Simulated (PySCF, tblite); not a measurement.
Species: C₅H₉PS.
SMILES with atom numbers: `[CH3:1][P:2]1(=[S:3])[CH2:4][CH:5]=[CH:6][CH2:7]1` (hydrogens: H8, H9, H10 on C1; H11, H12 on C4; H13 on C5; H14 on C6; H15, H16 on C7)

Structure used (GFN2-xTB), in Å, numbered top down from 1:
```
atom  x, y, z in Å
C1    -1.8858   -0.3092   -0.4744
P2    -0.5955   -0.2596    0.8307
S3    -1.2084   -0.6808    2.6188
C4     0.8050   -1.2440    0.1157
C5     1.5471   -0.2468   -0.7172
C6     1.2825    1.0328   -0.5068
C7     0.2695    1.3568    0.5458
H8    -2.6704    0.3976   -0.2058
H9    -1.4681   -0.0567   -1.4467
H10   -2.3120   -1.3118   -0.4962
H11    0.4492   -2.1034   -0.4579
H12    1.4245   -1.6213    0.9360
H13    2.2682   -0.5968   -1.4391
H14    1.7640    1.8374   -1.0402
H15    0.7480    1.6697    1.4799
H16   -0.4254    2.1450    0.2460
```

Theory: CAM-B3LYP/def2-SVPD in PySCF (dipole) on a GFN2-xTB geometry, gas phase.

Take the most abundant isotopes and a rigid rotor. The values belong to one conformer with, in the numbering `[CH3:1][P:2]1(=[S:3])[CH2:4][CH:5]=[CH:6][CH2:7]1`, C1–P2–C4–C5 85°, P2–C4–C5–C6 16°, C5–C6–C7–P2 -16°, C1–P2–C7–C6 -85°.

(1) What are A, B and C (MHz)?

(2) What kind of rotor is it?

(3) What does the inertial defect say?

(4) Give the other two planar moments, Paa and Pbb, and the rms extents of the mass along the axes.

(5) Which types of transition are allowed, and where do some lines up to J = 4 fall?

Answers

(1) Ia = 160.60, Ib = 375.08, Ic = 387.15 u·Å²; 505379 MHz·u·Å²/I gives A = 3147, B = 1347, C = 1305 MHz.

(2) A near-prolate asymmetric top: κ = (2 × 1347 − 3147 − 1305)/(3147 − 1305) = -0.95.

(3) Not planar: Δ = Ic − Ia − Ib = -148.54 u·Å². For a rigid frame Δ = −2 Σ m c², so Σ m c² = 74.27 u·Å² lies off the ab plane: 20.34 from hydrogen and 53.93 from heavier atoms. The atom farthest from that plane is 2.20 Å away.

(4) Paa = Σ m a² = (Ib + Ic − Ia)/2 = 300.82 and Pbb = Σ m b² = (Ia + Ic − Ib)/2 = 86.33 u·Å². With the mass M = 132.02 u, the rms extents √(P/M) along a, b and c are 1.51, 0.81, 0.75 Å.

(5) The dipole components are |μa| = 4.65 D, |μb| = 1.83 D, |μc| = 0.00 D; the mirror of this Cs structure is the ab plane, so μc vanishes by symmetry and there are no c-type lines. The squared components, which scale the intensities, stand as 1.00 : 0.15 (a : b). Some lines, for components of 0.1 D or more:

| type | branch | J(Ka,Kc) | MHz | lower level (cm⁻¹) |
| --- | --- | --- | --- | --- |
| b | R | 4(2,2) ← 3(3,1) | 1519 | 1.077 |
| b | Q | 4(2,2) ← 4(1,3) | 5263 | 0.953 |
| a | R | 2(0,2) ← 1(0,1) | 5305 | 0.088 |
| b | Q | 3(2,1) ← 3(1,2) | 5339 | 0.596 |
| b | Q | 4(2,3) ← 4(1,4) | 5672 | 0.939 |
| a | R | 3(1,3) ← 2(1,2) | 7895 | 0.324 |
| a | R | 3(2,2) ← 2(2,1) | 7958 | 0.508 |
| a | R | 3(1,2) ← 2(1,1) | 8021 | 0.328 |
| b | R | 4(0,4) ← 3(1,3) | 8906 | 0.587 |
| b | Q | 4(3,1) ← 4(2,2) | 9094 | 1.128 |
| a | R | 4(1,4) ← 3(1,3) | 10526 | 0.587 |
| a | R | 4(0,4) ← 3(0,3) | 10604 | 0.531 |
| a | R | 4(3,1) ← 3(3,0) | 10613 | 1.077 |
| b | R | 3(2,2) ← 2(1,1) | 13356 | 0.328 |
| b | R | 4(2,2) ← 3(1,3) | 16209 | 0.587 |
| b | R | 4(3,2) ← 3(2,1) | 19711 | 0.774 |
| b | R | 4(3,1) ← 3(2,2) | 19715 | 0.774 |
| b | R | 4(4,1) ← 3(3,0) | 23354 | 1.077 |

Its GFN2-xTB frequencies are all real (lowest 74 cm⁻¹). These are rigid-rotor constants of the computed structure; measured ground-state constants (B0) also hold zero-point vibration. A rigid rotor knows nothing of internal rotation, which can split or shift real lines.
